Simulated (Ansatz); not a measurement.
Relaxation of F2H6O4SW (14 atoms, charge 0, multiplicity 1), to a largest force component of 0.03 eV/Å in at most 50 steps.

Theory: RHF/def2-SVP (Ansatz 0.2.0).

```xyz
14
Properties=species:S:1:pos:R:3
W 0.288 0.420 -0.343
O -0.315 -0.271 2.673
H -0.183 -0.916 3.360
F 2.004 -0.341 -0.257
O -0.087 2.096 -1.128
H -0.960 2.456 -1.229
O -1.387 0.701 0.422
H -1.648 0.115 1.128
F -0.179 -1.337 0.083
O 0.262 -0.120 -2.133
H 0.357 0.481 -2.859
S 1.443 1.902 1.198
H 2.420 1.069 1.559
H 0.106 0.549 2.977
```

Task: Where does it end, and by what steps?

Result: The forces met the threshold. After 45 steps the energy has fallen by 0.965 eV; H11 moved furthest, 1.94 Å.

| step | energy less start (eV) | largest force component (eV/Å) | accepted |
| --- | --- | --- | --- |
| 0 | 0.0000 | 1.108 | yes |
| 2 | -0.0883 | 1.715 | yes |
| 4 | -0.2845 | 0.807 | yes |
| 6 | -0.5020 | 0.762 | yes |
| 8 | -0.6925 | 1.016 | yes |
| 10 | -0.7835 | 0.891 | yes |
| 12 | -0.8125 | 0.909 | yes |
| 14 | -0.7705 | 1.357 | no |
| 16 | -0.8877 | 0.143 | yes |
| 18 | -0.9002 | 0.247 | yes |
| 20 | -0.9101 | 0.220 | yes |
| 22 | -0.9215 | 0.526 | yes |
| 24 | -0.9195 | 0.663 | no |
| 26 | -0.9364 | 0.059 | yes |
| 28 | -0.9389 | 0.068 | yes |
| 30 | -0.9450 | 0.163 | yes |
| 32 | -0.9519 | 0.243 | yes |
| 34 | -0.9562 | 0.461 | yes |
| 36 | -0.9592 | 0.185 | yes |
| 38 | -0.9607 | 0.258 | no |
| 40 | -0.9631 | 0.167 | yes |
| 42 | -0.9645 | 0.072 | yes |
| 44 | -0.9646 | 0.075 | no |
| 45 | -0.9649 | 0.019 | yes |

```xyz
14
Properties=species:S:1:pos:R:3
W 0.311 0.807 -0.396
O -1.052 -0.734 2.781
H -0.468 -1.303 2.293
F 2.071 0.653 -1.039
O 0.006 2.361 -1.264
H -0.047 3.124 -1.817
O -1.151 0.918 0.675
H -1.357 0.439 1.494
F 0.579 -0.937 0.351
O -0.311 -0.219 -1.836
H -0.179 -1.150 -1.957
S 1.492 1.694 1.557
H 2.745 1.511 1.140
H -0.517 -0.360 3.470
```

Whether the end is a true minimum wasn't checked by a vibrational analysis.

Time of the run: 2.4 min on 4 threads of Arm Neoverse V1, with other jobs on the host, peak memory 0.52 GiB.
